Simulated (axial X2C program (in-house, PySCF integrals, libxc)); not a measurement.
# Density and ELF of HfN⁺

Computed with an axial X2C code built on PySCF integrals. Spin-free means the one-electron spin-free X2C Hamiltonian. Basis: Hf dyall-cv3z [13s14p9d7f4g], N dyall-av3z [7s7p3d2f] (cores contracted in-house); Gaussian nuclei, density fitting, unrestricted open shells. Masses: Hf 179.947 u, N 14.003 u.

PBE0, scalar-relativistic, state M_S = 0, Λ = 0 (closed shell); Hf at z = 0, N at z = 1.666 Å.

The maps cover the half plane through the axis: z from -2.4 to 3.6 Å along the bond, ρ from 0.15 to 2.25 Å away from it.

log10 of the density in e/bohr³:

```
 ρ\z  -2.4  -1.8  -1.2  -0.6   0.0   0.6   1.2   1.8   2.4   3.0   3.6
0.15  -3.1  -2.3  -1.3  -0.1   1.8  -0.1  -0.4   0.2  -0.9  -2.1  -3.1
0.45  -3.2  -2.4  -1.5  -0.4   0.4  -0.4  -0.6  -0.5  -1.1  -2.2  -3.2
0.75  -3.4  -2.6  -1.8  -0.9  -0.5  -0.9  -1.0  -1.0  -1.5  -2.4  -3.4
1.05  -3.6  -2.8  -2.2  -1.6  -1.3  -1.5  -1.4  -1.5  -2.0  -2.7  -3.6
1.35  -3.8  -3.1  -2.7  -2.3  -2.2  -2.0  -1.9  -2.0  -2.4  -3.1  -3.9
1.65  -4.1  -3.5  -3.1  -3.1  -2.9  -2.5  -2.3  -2.5  -2.9  -3.4  -4.2
1.95  -4.5  -4.0  -3.7  -3.8  -3.6  -3.0  -2.8  -2.9  -3.3  -3.8  -4.5
2.25  -4.8  -4.4  -4.2  -4.5  -4.1  -3.4  -3.3  -3.4  -3.7  -4.2  -4.8
```

Electron localisation function (collinear form, no current term, damped to 0 at low density):

```
 ρ\z  -2.4  -1.8  -1.2  -0.6   0.0   0.6   1.2   1.8   2.4   3.0   3.6
0.15  0.13  0.33  0.49  0.54  0.26  0.44  0.77  0.20  0.92  0.71  0.17
0.45  0.10  0.30  0.42  0.62  0.34  0.47  0.79  0.73  0.89  0.64  0.14
0.75  0.06  0.23  0.29  0.47  0.60  0.30  0.76  0.82  0.80  0.49  0.07
1.05  0.03  0.15  0.15  0.17  0.25  0.14  0.70  0.71  0.61  0.31  0.03
1.35  0.01  0.07  0.07  0.03  0.02  0.09  0.61  0.55  0.37  0.14  0.01
1.65  0.00  0.02  0.02  0.00  0.00  0.08  0.50  0.37  0.18  0.04  0.00
1.95  0.00  0.00  0.00  0.00  0.00  0.07  0.32  0.19  0.06  0.01  0.00
2.25  0.00  0.00  0.00  0.00  0.00  0.03  0.11  0.05  0.01  0.00  0.00
```

The state is one determinant whose occupation by symmetry is held fixed; it was picked as the lowest of a PBE0 search that is not exhaustive.
